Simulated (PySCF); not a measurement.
Compound: C2H9FOSi2.
SMILES with atom numbers: `[CH3:1][CH2:2][O:3][Si@H:4]([F:5])[SiH3:6]` (hydrogens: H7, H8, H9 on C1; H10, H11 on C2; H12 on Si4; H13, H14, H15 on Si6)

Level: B3LYP/def2-SVPD in PySCF, non-relativistic, on one gas-phase PBE0-D3(BJ)/def2-SVP geometry that isn't relaxed in the solvent. The solvent is an IEF-PCM continuum (cavity from Bondi-type radii × 1.2), and excitations are vertical TDDFT with non-equilibrium linear response and a frozen core. Only the electrostatic response of the medium enters.

Gas-phase singlets (H = HOMO, L = LUMO):

```csv
state,E (eV),λ (nm),f,leading configurations
S1,6.797,182,0.018,H→L 94%
S2,6.937,179,0.019,H→L+1 94%
S3,7.223,172,0.034,H-1→L 94%
S4,7.325,169,0.017,H-1→L+1 91%
S5,7.612,163,0.014,H→L+2 88%
```

Give the list for benzene (ε = 2.271), n² = 2.25.

| state | E (eV) | λ (nm) | f | leading configurations | change by rank (eV) |
| --- | --- | --- | --- | --- | --- |
| S1 | 6.764 | 183 | 0.026 | H→L 96% | -0.033 |
| S2 | 6.925 | 179 | 0.034 | H→L+1 96% | -0.012 |
| S3 | 7.179 | 173 | 0.058 | H-1→L 96% | -0.044 |
| S4 | 7.300 | 170 | 0.019 | H-1→L+1 94% | -0.025 |
| S5 | 7.614 | 163 | 0.048 | H→L+2 89% | +0.002 |

Give the list for water (ε = 78.36), n² = 1.78.

| state | E (eV) | λ (nm) | f | leading configurations | change by rank (eV) |
| --- | --- | --- | --- | --- | --- |
| S1 | 6.755 | 184 | 0.018 | H→L 96% | -0.042 |
| S2 | 6.942 | 179 | 0.028 | H→L+1 95% | +0.005 |
| S3 | 7.160 | 173 | 0.053 | H-1→L 96% | -0.063 |
| S4 | 7.301 | 170 | 0.016 | H-1→L+1 94% | -0.024 |
| S5 | 7.619 | 163 | 0.068 | H→L+2 89% | +0.007 |

The ground-state energy changes by -0.122 eV from gas to water. By how much does the total energy of gas-phase S1 change?

E(S1) = E(S0) + excitation energy, so it changes by -0.122 − 0.042 = -0.164 eV: it is lowered more than the ground state, which is what a red shift means. This is the vertical state, with the slow part of the continuum still set for S0.

How do the frontier levels move from gas to water?

| orbital | gas (eV) | solvent (eV) | change (eV) | Löwdin shares, gas | Löwdin shares, solvent |
| --- | --- | --- | --- | --- | --- |
| LUMO+2 | 0.34 | 0.42 | +0.08 | Si6 36 %, Si4 12 %, H15 10 %, H14 8 % | Si6 41 %, H15 12 %, Si4 11 %, H14 10 % |
| LUMO+1 | -0.14 | -0.04 | +0.10 | Si6 28 %, Si4 26 %, H12 9 %, O3 7 % | Si6 29 %, Si4 27 %, H12 9 %, O3 7 % |
| LUMO | -0.32 | -0.27 | +0.05 | Si4 29 %, Si6 28 %, H12 9 %, H14 7 % | Si4 29 %, Si6 27 %, F5 10 %, H12 8 % |
| HOMO | -8.09 | -8.01 | +0.08 | Si4 24 %, Si6 23 %, O3 18 %, H12 14 % | Si4 23 %, Si6 21 %, O3 20 %, H12 13 % |
| HOMO-1 | -8.41 | -8.29 | +0.12 | O3 44 %, C2 16 %, H11 9 %, Si4 7 % | O3 38 %, C2 16 %, H11 9 %, Si4 8 % |
| HOMO-2 | -9.04 | -8.92 | +0.12 | O3 44 %, C2 15 %, C1 14 %, Si4 8 % | O3 41 %, C2 17 %, C1 15 %, Si4 7 % |
| HOMO-3 | -9.71 | -9.61 | +0.10 | Si6 42 %, H15 26 %, H14 24 % | Si6 42 %, H15 31 %, H14 17 % |

The HOMO–LUMO gap goes from 7.77 to 7.74 eV.

The values belong to the conformer `[CH3:1][CH2:2][O:3][Si@H:4]([F:5])[SiH3:6]`: C1–C2–O3–Si4 -168°, C2–O3–Si4–F5 -65°.
